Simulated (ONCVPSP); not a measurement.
# What one change does to a pseudopotential (rhodium (Rh), ONCV)

| Quantity | Value |
| --- | --- |
| Element | rhodium (Rh) |
| Generator | ONCVPSP 4.0.1 |
| Type | optimised norm-conserving Vanderbilt (ONCV) |
| Functional | LDA (Perdew-Zunger) |
| Relativity | fully relativistic |
| Frozen core | [Ar] 3d10 |
| Valence charge | 17 |
| Reference configuration | 4s2 4p6 4d7 5s2 |
| Partial waves | 4s+5s: rc 1.30 bohr, ncon 4, nbas 7, qcut 8.7 1/bohr, 2 projectors; 4p: rc 1.70 bohr, ncon 5, nbas 8, qcut 9.6 1/bohr, 2 projectors, debl 2 Ha; 4d: rc 2.20 bohr, ncon 3, nbas 8, qcut 6 1/bohr, 2 projectors, debl 0.4 Ha |
| Local potential | polynomial inside 1.10 bohr (lpopt 3, dvloc0 3 Ha) |
| Core correction | Teter function, fcfact 3.25, rcfact 1.2 |

Open shells are filled in proportion to 2j + 1.

All-electron outer shells of the reference configuration (LDA (Perdew-Zunger), scalar-relativistic, ld1.x):

```csv
shell,level (eV),outermost node (bohr),outermost maximum (bohr)
3d,-304.85,–,0.29
4s,-86.09,0.47,0.88
4p,-53.92,0.47,0.94
4d,-8.83,0.46,1.14
5s,-5.58,1.18,2.54
```

Change: core [Kr], valence charge 9; reference 4d7 5s2; waves now 5s: rc 2.55 bohr, ncon 3, nbas 7, qcut 2.5 1/bohr, 2 projectors, debl 0.4 Ha; p scattering state at 0.16 Ha: rc 2.75 bohr, ncon 3, nbas 6, qcut 2.4 1/bohr, 2 projectors, debl 0.7 Ha; 4d: rc 1.30 bohr, ncon 5, nbas 10, qcut 7.6 1/bohr, local; local potential the d channel. In the p channel the program set the typed energies aside and used 0.050, 0.750 Ha (j = l + 1/2; the other j can differ).

Cutoffs: the cutoffs (Ha) at which the residual kinetic energy of the hardest occupied pseudo-wave falls to 1 and 0.1 mHa per electron; they do not see the model core or the augmentation charge, which bear on the density cutoff. Errors are all-electron minus pseudo energies relative to the spin-unpolarised reference configuration.

Problem. What does the change do?

Solution. The potential gets neither clearly harder nor softer (31 Ha and 36 Ha → 28 Ha and 84 Ha); a bound ghost appears in s, which as a rule spoils a file; the lowest positive-energy flag moves from d5/2 at 9.5 eV to p3/2 at 3.4 eV; the miss of the reference levels goes from 0.00 to 0.26 eV. Several settings change at once here, so the effects cannot be laid on one of them. In the changed file the local d channel has no projectors, so it cannot carry the spin–orbit splitting, and the file is wrong for that shell.

| quantity | base | changed |
| --- | --- | --- |
| cutoff, loose | 31 Ha | 28 Ha |
| cutoff, tight | 36 Ha | 84 Ha |
| bound ghosts | none | s |
| GHOST(+) flags under 300 eV | d5/2 at 9.5 eV, d3/2 at 35.7 eV | p3/2 at 3.4 eV, p1/2 at 7.7 eV |
| largest miss of a reference level, eV | 0.00 | 0.26 |
| largest error over its own tests, meV | +79 | -85 |
| rms error of d²Exc/dni dnj with the model core, mHa | 5.94 | 6.06 |

 A true bound ghost makes a file unfit for plane-wave use even where its test errors are small: the radial tests pick states by their node count and pass the ghost by.
